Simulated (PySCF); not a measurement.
**Electron correlation in Ru²⁺ (ruthenium, charge +2)**

[Kr] 4d5 5s1, high-spin 7S determinant (an excited configuration). Computed with PySCF 2.14 in aug-cc-pVDZ-PP with ECP28MDF (5s5p4d2f, 54 functions), with a scalar-relativistic core potential. Frozen: 4s2 4p6; 6 electrons correlated.

```csv
level,correlation energy (mhartree)
CCSD,-68.03
(T),-0.43
CCSD(T),-68.46
```

Diagnostics: T1 = 0.0043, D1 = 0.0115, largest double amplitude 0.020.

Cost of the coupled-cluster step: of the order of 1.5 core-seconds, for 6 correlated electrons.

Iterations:

```
CC2 = 0
CCSD nocc = (np.int64(6), np.int64(0)), nmo = (50, 50)
frozen orbitals [[0, 1, 2, 3], [0, 1, 2, 3]]
max_cycle = 100
direct = 0
conv_tol = 1e-08
conv_tol_normt = 1e-06
diis_space = 8
diis_start_cycle = 0
Init t2, MP2 energy = -0.060870064068908
Init E_corr(UCCSD) = -0.0608700640708143
cycle = 1  E_corr(UCCSD) = -0.0670741305727665  dE = -0.0062040665  norm(t1,t2) = 0.0180104
cycle = 2  E_corr(UCCSD) = -0.0678397840865781  dE = -0.000765653514  norm(t1,t2) = 0.00471134
cycle = 3  E_corr(UCCSD) = -0.0680389905505431  dE = -0.000199206464  norm(t1,t2) = 0.00150601
cycle = 4  E_corr(UCCSD) = -0.0680261036844629  dE = 1.28868661e-05  norm(t1,t2) = 8.58707e-05
cycle = 5  E_corr(UCCSD) = -0.0680266841674447  dE = -5.80482982e-07  norm(t1,t2) = 8.43999e-06
cycle = 6  E_corr(UCCSD) = -0.0680266581429229  dE = 2.60245218e-08  norm(t1,t2) = 8.74283e-07
cycle = 7  E_corr(UCCSD) = -0.068026662168075  dE = -4.02515205e-09  norm(t1,t2) = 8.67265e-08
UCCSD converged
E(UCCSD) = -93.00574619850238  E_corr = -0.06802666216807497
UCCSD(T) correction = -0.000432838886058512
```
